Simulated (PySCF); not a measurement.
C3H3BrF2, SMILES [C@@H]1(Br)[C@H]([C@H]1F)F.

Coordinates come from a PBE0-D3(BJ)/def2-SVP optimisation. The structure was generated by enumeration; whether it is a known compound was not checked.

The numbers are results of PBE/def2-TZVP in PySCF, not measurements.

Gas-phase values at a fixed geometry.

The total energy is -2889.31769 hartree and the point group comes out as Cs. The highest occupied level comes out as -6.66 eV and the lowest empty level is -1.65 eV. The orbital gap comes out as 5.02 eV and the dipole moment is 1.08 D. The quadrupole, principal values (traceless, Buckingham form, about the centre of nuclear charge) comes out as -6.64, -0.19, 6.83 D·Å, the mean static polarisability is 55.2 bohr³ (8.17 Å³) and the polarisability, principal values comes out as 46.5, 48.1, 70.8 bohr³.
